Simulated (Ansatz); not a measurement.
Calculated with Ansatz (gas phase, PBE0-D4/def2-TZVP geometries, no zero-point term in ΔE). CBS: MP2 limit from def2 TZ/QZ plus the TZ coupled-cluster correction, frozen cores. Functionals use def2-TZVPP. B3LYP here is the variant with VWN-RPA as its local correlation; programs differ in this. HSE06 is defined as in plane-wave codes. For Ge, Se outer-core shells are correlated without core-valence functions, which leaves a few kJ/mol of doubt a bond. Scalar relativity is left out up to krypton. Each species was taken in one conformer, which may not be the lowest.

`[CH3][Ge][NH2]` + `[OH][GeH2][SeH]` → `[NH2][Ge][OH]` + `[CH3][GeH2][SeH]`  (redistribution)

`[CH3][Ge][NH2]`:

Z-matrix (Å, degrees):
```
C
Ge 1 2.001
H 1 1.091 2 111.6
H 1 1.094 2 110.8 3 121.3
H 1 1.095 2 109.4 3 -119.7
N 2 1.819 1 95.5 3 -173.3
H 6 1.007 2 122.0 1 -179.3
H 6 1.009 2 125.6 1 0.5
```

`[OH][GeH2][SeH]`:

Z-matrix (Å, degrees):
```
Ge
Se 1 2.352
O 1 1.777 2 110.9
H 1 1.538 2 104.8 3 120.1
H 1 1.530 2 112.4 3 -115.9
H 2 1.469 1 92.5 3 65.8
H 3 0.960 1 112.1 2 47.3
```

`[NH2][Ge][OH]`:

```xyz
6

N    -0.464    0.108    0.841
Ge   -0.569    0.863   -0.821
O     0.737   -0.051   -1.641
H    -1.081    0.397    1.584
H     0.173   -0.614    1.145
H     1.204   -0.701   -1.109
```

`[CH3][GeH2][SeH]`:

```xyz
9

C    -1.021    0.370    0.656
Ge    0.598    0.414   -0.428
Se    1.827   -1.589   -0.179
H    -1.669   -0.443    0.329
H    -0.760    0.213    1.702
H    -1.563    1.313    0.558
H     1.572    1.506    0.044
H     0.261    0.622   -1.916
H     0.757   -2.406   -0.767
```

```json
{"level": "LDA (SPW92)", "ΔE (kcal/mol)": "-13.2", "difference from CCSD(T)/CBS": "-0.2"}
{"level": "PBE-D4", "ΔE (kcal/mol)": "-13.0", "difference from CCSD(T)/CBS": "0.0"}
{"level": "revPBE-D4", "ΔE (kcal/mol)": "-12.7", "difference from CCSD(T)/CBS": "0.3"}
{"level": "BLYP-D4", "ΔE (kcal/mol)": "-13.2", "difference from CCSD(T)/CBS": "-0.2"}
{"level": "r2SCAN-D4", "ΔE (kcal/mol)": "-13.0", "difference from CCSD(T)/CBS": "0.0"}
{"level": "B97M-V", "ΔE (kcal/mol)": "-12.9", "difference from CCSD(T)/CBS": "0.1"}
{"level": "PBE0-D4", "ΔE (kcal/mol)": "-12.9", "difference from CCSD(T)/CBS": "0.1"}
{"level": "B3LYP-D4", "ΔE (kcal/mol)": "-13.2", "difference from CCSD(T)/CBS": "-0.2"}
{"level": "r2SCANh-D4", "ΔE (kcal/mol)": "-13.0", "difference from CCSD(T)/CBS": "0.0"}
{"level": "r2SCAN0-D4", "ΔE (kcal/mol)": "-13.0", "difference from CCSD(T)/CBS": "0.0"}
{"level": "HSE06-D4", "ΔE (kcal/mol)": "-12.9", "difference from CCSD(T)/CBS": "0.1"}
{"level": "BHLYP-D4", "ΔE (kcal/mol)": "-13.1", "difference from CCSD(T)/CBS": "-0.1"}
{"level": "CAM-B3LYP-D4", "ΔE (kcal/mol)": "-13.5", "difference from CCSD(T)/CBS": "-0.5"}
{"level": "ωB97X-V", "ΔE (kcal/mol)": "-13.3", "difference from CCSD(T)/CBS": "-0.3"}
{"level": "ωB97M-V", "ΔE (kcal/mol)": "-13.4", "difference from CCSD(T)/CBS": "-0.4"}
{"level": "B2PLYP", "ΔE (kcal/mol)": "-13.2", "difference from CCSD(T)/CBS": "-0.2"}
{"level": "PBE-QIDH", "ΔE (kcal/mol)": "-12.9", "difference from CCSD(T)/CBS": "0.1"}
{"level": "revPBE", "ΔE (kcal/mol)": "-12.8", "difference from CCSD(T)/CBS": "0.2"}
{"level": "BLYP", "ΔE (kcal/mol)": "-13.2", "difference from CCSD(T)/CBS": "-0.2"}
{"level": "r2SCAN", "ΔE (kcal/mol)": "-13.0", "difference from CCSD(T)/CBS": "0.0"}
{"level": "PBE0", "ΔE (kcal/mol)": "-12.9", "difference from CCSD(T)/CBS": "0.1"}
{"level": "B3LYP", "ΔE (kcal/mol)": "-13.2", "difference from CCSD(T)/CBS": "-0.2"}
{"level": "r2SCANh", "ΔE (kcal/mol)": "-13.0", "difference from CCSD(T)/CBS": "0.0"}
{"level": "r2SCAN0", "ΔE (kcal/mol)": "-12.9", "difference from CCSD(T)/CBS": "0.1"}
{"level": "HSE06", "ΔE (kcal/mol)": "-12.8", "difference from CCSD(T)/CBS": "0.2"}
{"level": "BHLYP", "ΔE (kcal/mol)": "-13.1", "difference from CCSD(T)/CBS": "-0.1"}
{"level": "CAM-B3LYP", "ΔE (kcal/mol)": "-13.5", "difference from CCSD(T)/CBS": "-0.5"}
{"level": "RPA@PBE/def2-TZVPP", "ΔE (kcal/mol)": "-12.3", "difference from CCSD(T)/CBS": "0.7"}
{"level": "HF/def2-SVP", "ΔE (kcal/mol)": "-11.8", "difference from CCSD(T)/CBS": "1.2"}
{"level": "MP2/def2-SVP", "ΔE (kcal/mol)": "-12.0", "difference from CCSD(T)/CBS": "1.0"}
{"level": "CCSD/def2-SVP", "ΔE (kcal/mol)": "-11.5", "difference from CCSD(T)/CBS": "1.5"}
{"level": "CCSD(T)/def2-SVP", "ΔE (kcal/mol)": "-11.4", "difference from CCSD(T)/CBS": "1.6"}
{"level": "HF/def2-TZVPP", "ΔE (kcal/mol)": "-12.4", "difference from CCSD(T)/CBS": "0.6"}
{"level": "CCSD/def2-TZVPP", "ΔE (kcal/mol)": "-12.6", "difference from CCSD(T)/CBS": "0.4"}
{"level": "HF/def2-QZVPP", "ΔE (kcal/mol)": "-12.3", "difference from CCSD(T)/CBS": "0.7"}
{"level": "MP2/def2-QZVPP", "ΔE (kcal/mol)": "-13.4", "difference from CCSD(T)/CBS": "-0.4"}
{"level": "SCS-MP2/def2-QZVPP", "ΔE (kcal/mol)": "-13.0", "difference from CCSD(T)/CBS": "0.0"}
{"level": "HF/CBS(def2)", "ΔE (kcal/mol)": "-12.3", "difference from CCSD(T)/CBS": "0.7"}
{"level": "MP2/CBS(def2)", "ΔE (kcal/mol)": "-13.6", "difference from CCSD(T)/CBS": "-0.6"}
{"level": "CCSD/CBS(def2)", "ΔE (kcal/mol)": "-13.0", "difference from CCSD(T)/CBS": "0.0"}
{"level": "CCSD(T)/CBS", "ΔE (kcal/mol)": "-13.0", "difference from CCSD(T)/CBS": "0"}
```

Largest T1 diagnostic among the species: 0.014.

At CCSD(T), def2-SVP lies +1.6 kcal/mol from the extrapolated value and def2-TZVPP +0.4 kcal/mol. Leaving LDA and LC-ωPBE aside and taking each functional with its dispersion term where it has one, the values spread over 0.8 kcal/mol, from CAM-B3LYP-D4 to revPBE-D4.
